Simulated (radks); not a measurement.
Ionisation of neutral europium, [Xe] 4f7 6s2, to [Xe] 4f7 6s1 as the strength of local exchange is varied. Calculated with a radial shooting solver on a logarithmic mesh with Libxc functionals: scalar-relativistic Kohn-Sham, Slater X-alpha exchange (alpha = 2/3 is LDA exchange), no correlation, spin-unpolarised, spherical densities, point nucleus.

| alpha | E(Eu) (hartree) | exchange (hartree) | IE (eV) | -e of the level emptied (eV) | <r> of it (bohr) |
|---|---|---|---|---|---|
| 0.598 | -10806.8719 | -204.2780 | 5.074 | 2.695 (6s) | 4.411 |
| 0.667 | -10830.5563 | -228.3858 | 5.374 | 2.961 (6s) | 4.331 |
| 0.702 | -10842.5913 | -240.6550 | 5.534 | 3.104 (6s) | 4.290 |
| 0.738 | -10854.9851 | -253.3032 | 5.701 | 3.257 (6s) | 4.248 |
| 0.911 | -10914.7526 | -314.4875 | 6.554 | 4.043 (6s) | 4.051 |
| 0.922 | -10918.5644 | -318.4003 | 6.611 | 4.096 (6s) | 4.040 |
| 0.963 | -10932.7845 | -333.0081 | 6.825 | 4.296 (6s) | 3.996 |
| 0.985 | -10940.4227 | -340.8619 | 6.941 | 4.405 (6s) | 3.973 |

NIST Atomic Spectra Database: 5.670 eV (measured). The Delta-SCF value meets it near alpha = 0.73. Spin polarisation and multiplet splitting are left out, so open shells lie too high by an amount that depends on their filling. Spin-orbit splitting is averaged out at the scalar-relativistic level.

Beside tabulated values, note that spin-unpolarised runs miss the spin-polarisation part of the exchange energy of open shells.
